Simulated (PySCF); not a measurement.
Computed with B3LYP-D3(BJ)/def2-TZVP // PBE-D3(BJ)/def2-SVP (PySCF 2.14.0). Isolated molecules, 0 K electronic values unless said otherwise. One relaxed conformer stands for a flexible species; it need not be the lowest. B3LYP has the VWN-RPA correlation part, as in Gaussian. 

Reference species: [Nb(OH)2(NH2)3] (neutral, multiplicity 1).

| Item | Value |
|---|---|
| LUMO | -1.40 eV |
| charge on the central atom (Mulliken) | 1.98 e |

Changed species: [Nb(OH)(NH2)4] (4 of 5 OH replaced by NH2; the reference has 3 of 5 OH replaced by NH2).

Problem. What does the change do to the LUMO and charge on the central atom (Mulliken)?

Solution. the LUMO rises by 0.28 eV, to -1.12 eV; the charge on the central atom (Mulliken) decreases by 0.11 e, to 1.87 e.
